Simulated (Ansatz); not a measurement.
`N[SiH2]C[SiH2]N`, relaxed with RKS PBE-D4/def2-SVP in Ansatz 0.2.0 from a rough embedded geometry. The force threshold is 0.03 eV/Å; the program also tests the step.

Total charge 0; spin multiplicity 1.

Start:

```xyz
15

N     1.100    2.688   -0.042
Si    0.779    1.176    0.589
C    -0.234    0.212   -0.571
Si   -0.519   -1.463    0.132
N    -1.396   -2.478   -0.814
H     1.671    2.702   -0.829
H     1.580    3.265    0.661
H     0.085    1.354    1.852
H     2.144    0.631    0.769
H     0.315    0.097   -1.571
H    -1.161    0.712   -0.817
H     0.764   -2.141    0.469
H    -1.339   -1.290    1.461
H    -1.467   -3.344   -0.366
H    -2.322   -2.120   -0.924
```

(1) How much energy does the relaxation release, and in how many steps? (Estimate.)

(2) Which bonds change most? (Best estimate.)

(3) Give the relaxed structure. (Estimate.)

Answers

(1) Ansatz gave: 23.27 kcal/mol, in 14 steps.

(2) Ansatz gave: Si4–N5 from 1.641 to 1.754 Å; N1–Si2 from 1.670 to 1.754 Å; Si2–C3 from 1.817 to 1.887 Å; Si2–H8 from 1.451 to 1.507 Å.

(3) The calculation gave: 
```xyz
15

N     1.026    2.831   -0.003
Si    1.042    1.169    0.560
C    -0.174    0.154   -0.466
Si   -0.709   -1.465    0.344
N    -1.351   -2.541   -0.883
H     1.302    2.998   -0.976
H     1.487    3.524    0.595
H     0.629    1.223    2.008
H     2.380    0.458    0.507
H     0.286   -0.091   -1.448
H    -1.070    0.784   -0.658
H     0.465   -2.190    0.952
H    -1.648   -1.110    1.481
H    -1.488   -3.520   -0.611
H    -2.175   -2.223   -1.403
```
